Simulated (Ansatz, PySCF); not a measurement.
Compounds of Si with 4 ligands, in which CH3 is traded for OH. Quantity: H-O bond dissociation enthalpy, 298 K, in kcal/mol. Each molecule is optimised on its own at B3LYP-D3(BJ)/def2-TZVP (Ansatz, a quantum-chemistry and plane-wave program), one conformer each, not searched for the lowest. Frequencies are from Ansatz or PySCF. Cores are frozen in the correlated levels unless marked. Open shells are spin-unrestricted. Spin-orbit coupling is left out. Non-relativistic. CBS marks a two-point X^-3 extrapolation of the correlation energy; Hartree-Fock from the larger set. The bracket is a focal-point correction in the basis named. Rows marked 298 K are enthalpies with B3LYP-D3(BJ) harmonic zero-point and thermal terms. The first level has limits of its own.

```csv
n(OH),species (SMILES),"RI-MP2/CBS(cc-pV(T+d)Z,cc-pV(Q+d)Z)+[CCSD(T)-MP2]/cc-pV(D+d)Z (Ansatz)",PBE/def2-TZVPD (Ansatz),B3LYP-D3(BJ)/def2-TZVPD (Ansatz + dftd3)
1,"C[Si](C)(C)O, to C[Si](C)(C)[O] + H atom",121.1,110.7,113.3
2,"C[Si](C)(O)O, to C[Si](C)([O])O + H atom",120.9,110.2,113.0
3,"C[Si](O)(O)O, to C[Si]([O])(O)O + H atom",?,?,?
4,"O[Si](O)(O)O, to [O][Si](O)(O)O + H atom",123.3,113.9,115.9
```

Fit a straight line through the known rows at each level by least squares, predict the withheld row (n(OH) = 3), and compare with the run.


- The known rows have mean n(OH) = 2.33333 and Σ(n(OH) - mean)² = 4.6667.
- RI-MP2/CBS(cc-pV(T+d)Z,cc-pV(Q+d)Z)+[CCSD(T)-MP2]/cc-pV(D+d)Z: mean 121.767, Σ(n(OH) - mean)(y - mean) = 3.733, slope 0.800 kcal/mol a step; the line gives 121.767 + (0.800)×(3 - 2.33333) = 122.3; the run gives 123.5, +1.2 from the line, whose largest residual on the known rows is 0.6.
- PBE/def2-TZVPD: mean 111.600, Σ(n(OH) - mean)(y - mean) = 5.500, slope 1.179 kcal/mol a step; the line gives 111.600 + (1.179)×(3 - 2.33333) = 112.4; the run gives 114.8, +2.4 from the line, whose largest residual on the known rows is 1.0.
- B3LYP-D3(BJ)/def2-TZVPD: mean 114.067, Σ(n(OH) - mean)(y - mean) = 4.433, slope 0.950 kcal/mol a step; the line gives 114.067 + (0.950)×(3 - 2.33333) = 114.7; the run gives 116.5, +1.8 from the line, whose largest residual on the known rows is 0.8.
- PBE minus the first level along the series: -10.4, -10.7, -8.7, -9.4 kcal/mol.
